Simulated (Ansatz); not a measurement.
Trimethylarsine, C3H9As at its PBE0-D4/def2-TZVP geometry, where that method's forces vanish. The species carries charge 0 and has multiplicity 1.

```xyz
13

C     0.8088    0.0558   -1.4938
As   -0.0371    1.0330   -0.0137
C    -1.6990   -0.0139    0.0443
C     0.8852    0.0976    1.4476
H     0.2975    0.2990   -2.4263
H     0.7664   -1.0228   -1.3297
H     1.8509    0.3663   -1.5828
H    -1.4902   -1.0856    0.0549
H    -2.2628    0.2524    0.9395
H    -2.3079    0.2262   -0.8286
H     0.4227    0.3675    2.3982
H     1.9302    0.4098    1.4737
H     0.8352   -0.9852    1.3166
```

**Question.** What forces (eV/Å) does r2SCAN-D4/def2-TZVPP give on these atoms in Ansatz 0.2.0? (An estimate is asked.)

**Answer.** The calculation gave: 
```
C1   0.043 -0.056 -0.074
As2 -0.006  0.177 -0.003
C3  -0.084 -0.059  0.003
C4   0.047 -0.054  0.074
H5   0.011 -0.006  0.017
H6  -0.002  0.012  0.002
H7  -0.020 -0.008  0.001
H8   0.002  0.012  0.000
H9   0.010 -0.007 -0.017
H10  0.011 -0.006  0.017
H11  0.010 -0.007 -0.018
H12 -0.020 -0.008  0.000
H13 -0.002  0.012 -0.002
```
